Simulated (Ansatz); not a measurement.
CCl2FGeN, SMILES `N#[C][Ge]([F])([Cl])[Cl]`. The species carries charge 0 and has multiplicity 1. Correlated methods include outer-core shells of Ge, which these sets cover unevenly. Scalar relativity is left out up to krypton.

```json
{"atom": "N1", "x (Å)": "2.0104", "y (Å)": "0.7025", "z (Å)": "-1.4093"}
{"atom": "C2", "x (Å)": "1.0882", "y (Å)": "0.4024", "z (Å)": "-0.7908"}
{"atom": "Ge3", "x (Å)": "-0.4179", "y (Å)": "-0.1148", "z (Å)": "0.2535"}
{"atom": "F4", "x (Å)": "-1.7757", "y (Å)": "0.6873", "z (Å)": "-0.4048"}
{"atom": "Cl5", "x (Å)": "-0.1743", "y (Å)": "0.5092", "z (Å)": "2.2442"}
{"atom": "Cl6", "x (Å)": "-0.7306", "y (Å)": "-2.1866", "z (Å)": "0.1072"}
```

Problem. Give the diagnostics of a CCSD(T)/def2-TZVPP run (frozen core, the Gaussian-basis code of Ansatz). (An estimate is asked.)

Solution. Computed: T1 = 0.0118, largest single amplitude 0.019, largest double 0.029, (T) share of the correlation energy 4.2 %, 9 CCSD cycles. The RHF solution is stable towards an unrestricted one. T1 lies under the customary mark of 0.02 for closed shells.
